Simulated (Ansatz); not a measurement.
All values below come from frozen-core CCSD(T)/def2-TZVPP // BP86-D3(BJ)/def2-SVP in Ansatz (an electronic-structure program).

Ansatz 0.2 input:
```yaml
crystal:
  periodic: [false, false, false]
  atoms:
    - { symbol: Nb, position_ang: [-0.137478, -0.098649, 0.048973] }
    - { symbol: Cl, position_ang: [0.693401, -2.224038, -0.213008] }
    - { symbol: Cl, position_ang: [-2.310013, 0.143438, -0.802588] }
    - { symbol: C, position_ang: [-1.046952, 0.339817, 1.968899] }
    - { symbol: H, position_ang: [-1.984394, -0.250483, 2.047392] }
    - { symbol: H, position_ang: [-1.298355, 1.42043, 2.036445] }
    - { symbol: H, position_ang: [-0.370057, 0.0731, 2.805966] }
    - { symbol: C, position_ang: [1.526656, 0.890686, 1.045105] }
    - { symbol: H, position_ang: [2.414358, 0.796294, 0.380823] }
    - { symbol: H, position_ang: [1.733839, 0.328363, 1.982655] }
    - { symbol: H, position_ang: [1.384717, 1.961023, 1.297573] }
    - { symbol: C, position_ang: [0.416591, 1.343198, -1.474295] }
    - { symbol: H, position_ang: [-0.083737, 1.051646, -2.422026] }
    - { symbol: H, position_ang: [1.51477, 1.366842, -1.627637] }
    - { symbol: H, position_ang: [0.069474, 2.35871, -1.184773] }
basis:
  gaussian: { orbitals: def2-TZVPP }
correlation:
  method: ccsd_t
```

Output:

```
Functional definition: HF
2125 factors; integrals over basis functions are off by at most 1.3e-3 eV
mean field evaluation 1: about -29769.9104 eV, gradient 5.8e1 eV
mean field evaluation 2: about -29770.1965 eV, gradient 5.8e1 eV
mean field evaluation 4: about -29778.7839 eV, gradient 8.7e0 eV
mean field evaluation 8: about -29779.0752 eV, gradient 1.0e0 eV
mean field evaluation 16: about -29779.0807 eV, gradient 2.0e-6 eV
mean field -29779.08070972 eV, -1094.3610310963 hartree, gradient 2.0e-6 eV, S^2 0.000000; 0 other end points of the search recorded, 0 dependent functions left out
13 core orbitals not correlated
reference -29779.08070972 eV, -1094.3610310963 hartree; 24, 24 occupied and 322, 322 virtual orbitals, 2125 factors
second order -38.28909960 eV of doubles, -0.00000000 eV of singles
cycle   1  -38.21309290 eV  change    7.6e-2 eV  update   2.0e-1
cycle   2  -39.21739655 eV  change    -1.0e0 eV  update   9.6e-2
cycle   3  -39.58222181 eV  change   -3.6e-1 eV  update   4.0e-2
cycle   4  -39.57949280 eV  change    2.7e-3 eV  update   1.5e-2
cycle   5  -39.56715571 eV  change    1.2e-2 eV  update   7.3e-3
cycle   6  -39.56659141 eV  change    5.6e-4 eV  update   3.3e-3
cycle   7  -39.56753327 eV  change   -9.4e-4 eV  update   1.6e-3
cycle   8  -39.56748006 eV  change    5.3e-5 eV  update   6.8e-4
cycle   9  -39.56784659 eV  change   -3.7e-4 eV  update   3.8e-4
cycle  10  -39.56810665 eV  change   -2.6e-4 eV  update   1.9e-4
cycle  11  -39.56781698 eV  change    2.9e-4 eV  update   9.3e-5
cycle  12  -39.56783900 eV  change   -2.2e-5 eV  update   6.0e-5
perturbative correction -1.98664271 eV, -0.0730077729 hartree
Total energy: -29820.63519142 eV, -1095.8881301323 hartree
```

Cost: very roughly 3 core-hours.
